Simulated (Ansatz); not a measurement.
A run for Ansatz (a first-principles code): U-B3LYP/cc-pV(T+d)Z on FHSi (SMILES F[SiH]), a point of a bond scan (R = 4.374 Å). Files ending in .json are basis or fitting sets from the Basis Set Exchange.

Ansatz 0.2 input:
```yaml
crystal:
  periodic: [false, false, false]
  atoms:
    - {symbol: Si, position_ang: [-0.20727404, -0.34538525, 0.44957300]}
    - {symbol: H, position_ang: [-1.00310898, -1.19489806, -0.55576776]}
    - {symbol: F, position_ang: [1.52384954, 2.39624240, -2.48575039]}
basis:
  gaussian:
    orbitals: cc-pV_T+d_Z.json
hamiltonian:
  xc: {name: B3LYP}
magnetization: {spin_polarized: true, initial_magnetization: 0}
```

The log:

```
WARN ansatz: RAYON_NUM_THREADS=1 ignored (pool sized by the plan → 1); use --threads N
Functional definition: B3LYP
integrals: 0.01 GiB planned
523 factors; their error is unknown
mean field: 0.20 GiB planned
mean field evaluation 1: about -10599.6307 eV, gradient 3.9e1 eV
mean field evaluation 2: about -10236.6576 eV, gradient 1.2e2 eV
mean field evaluation 4: about -10601.2121 eV, gradient 3.1e1 eV
mean field evaluation 8: about -10601.2123 eV, gradient 3.1e1 eV
mean field evaluation 16: about -10606.3481 eV, gradient 1.1e0 eV
mean field evaluation 32: about -10460.9625 eV, gradient 9.3e1 eV
mean field evaluation 64: about -10606.9807 eV, gradient 3.6e-6 eV
mean field evaluation 96: about -10606.9781 eV, gradient 8.9e-2 eV
mean field evaluation 128: about -10606.5658 eV, gradient 1.3e0 eV
mean field -10606.98069795 eV, -389.7993509799 hartree, gradient 6.7e-6 eV, S^2 0.699586; 9 other end points of the search recorded, 0 dependent functions left out
reference -10606.98089002 eV, -389.7993580384 hartree; 12, 12 occupied and 71, 71 virtual orbitals, 523 factors
Total energy: -10606.98089002 eV, -389.7993580384 hartree
```

The run converged. Its determinant has ⟨S²⟩ = 0.70, a mixture of spin states.

Cost: about 9 core-seconds (a rough figure).
